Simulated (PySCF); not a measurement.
## Static response to an electric field

Compound: C3H9PSSi2.
SMILES with atom numbers: `[CH:1]#[C:2][SiH2:3][PH:4][SiH2:5][S:6][CH3:7]` (hydrogens: H8 on C1; H9, H10 on Si3; H11 on P4; H12, H13 on Si5; H14, H15, H16 on C7)

Structure used (GFN2-xTB), in Å, numbered top down from 1:
```xyz
16
C3H9PSSi2 angstrom
C     -3.3078    1.4433    0.9762
C     -2.6857    0.7580    0.2075
Si    -1.6775   -0.3376   -0.8911
P     -0.0547   -1.3675    0.2813
Si     0.9364    0.3540    1.2967
S      1.9384    1.5547   -0.1728
C      2.6696    0.2612   -1.2251
H     -3.8625    2.0516    1.6322
H     -1.0373    0.4701   -1.9321
H     -2.5300   -1.3993   -1.4339
H     -0.8328   -1.6777    1.3746
H      0.0705    1.3144    1.9665
H      1.9316   -0.2110    2.2100
H      2.9788    0.7388   -2.1485
H      3.5293   -0.1709   -0.7225
H      1.9261   -0.5056   -1.4304
```

Level: B3LYP/def2-SVPD (PySCF), static field, nuclei fixed, core orbitals frozen in the response. The polarisability tensor in these axes (au):

```
x   152.72  -2.77  -6.23
y    -2.77 129.34   7.57
z    -6.23   7.57 127.53
```

Give the principal values, the mean and the anisotropy Δα = √{½[(α1 − α2)² + (α2 − α3)² + (α1 − α3)²]}.

Principal values 120.53, 134.06 and 154.98 au; mean 136.53 au = 20.23 Å³ = 22.51 × 10⁻⁴⁰ C²·m²/J; Δα = 30.06 au (22 % of the mean).

What is the dipole moment, and where does it point?

(-0.47, -0.79, 0.12) D, 0.92 D in size, pointing from the negative to the positive side. Measured along this direction, the outermost atoms are H14 and S6 at the negative end and H10 at the positive end.

Give the principal axes and the span of the nuclei along them.

Largest value along (0.95, -0.18, -0.26), where the nuclei span 8.03 Å; middle along (0.31, 0.75, 0.58), 4.82 Å; least along (0.09, -0.63, 0.77), 3.92 Å. The response follows the extents in order.

Rayleigh depolarisation ratio (linearly polarised light, static tensor)?

ρ = 3Δα²/(45ᾱ² + 4Δα²) = 2710.8/(838765 + 3614.4) = 0.00322.

Refractivity n − 1 of an ideal gas of it at 298.15 K and 1 atm, from the electronic α?

N = p/kT = 2.4615 × 10¹⁹ cm⁻³, so n − 1 = 2π × N × 20.23 × 10⁻²⁴ cm³ = 3129 × 10⁻⁶ at long wavelengths, for an ideal gas.

Estimate the molar refractivity from the static electronic polarisability.

Lorentz–Lorenz: R = (4π/3)N_A α = 2.5225 cm³/(mol·Å³) × 20.23 Å³ = 51.0 cm³/mol, in the limit of long wavelengths.

The structure is a single GFN2-xTB conformer in the gas phase; no vibrational or solvent corrections.
